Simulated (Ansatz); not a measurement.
AlGeH₃O₂, SMILES `[OH][GeH]1[O][AlH]1` from Hartree–Fock to CCSD(T)

```xyz
7

O    -1.634   -0.561    1.099
Ge   -0.621    0.518    0.113
O     1.190    0.309    0.539
Al    1.273   -0.102   -1.112
H    -1.445   -1.490    0.946
H    -1.133    1.899    0.558
H     2.370   -0.573   -2.142
```

The species carries charge 0 and has multiplicity 1. Correlated methods include outer-core shells of Ge, which these sets cover unevenly. Scalar relativity is left out up to krypton. The structure was optimised at the PBE0-D4/def2-TZVP level. It is one conformer, not always the lowest. Frozen core, restricted reference, Ansatz 0.2.0.

| basis | HF (Eh) | MP2 corr. | CCSD corr. | (T) | CCSD(T) total |
| --- | --- | --- | --- | --- | --- |
| def2-SVP | -2468.31865 | -0.66460 | -0.67604 | -0.02043 | -2469.01512 |
| def2-TZVPP | -2468.87232 | -0.80714 | -0.81464 | -0.03352 | -2469.72048 |
| def2-QZVPP | -2468.92898 | -1.11541 | – | – | – |
